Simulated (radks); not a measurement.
Task: Method: non-relativistic Kohn-Sham, exchange-only LDA, spin-polarised, spherical densities, point nucleus; open shells are filled with parallel spins first; computed with a radial shooting solver on a logarithmic mesh with Libxc functionals. Response by self-consistent Sternheimer equations with the Hartree and adiabatic exchange-only LDA kernel. For heavy and open-shell atoms this level of theory can miss by tens of per cent. Rank Sc+, Sc5+, Sc2+, Sc4+, Sc6+, Sc, Sc3+ (NIST ground configurations) by static dipole polarisability, largest first.

Result: Sc 129.4, Sc+ 56.83, Sc2+ 5.535, Sc3+ 2.197, Sc4+ 1.756, Sc5+ 1.454, Sc6+ 1.252 bohr^3.
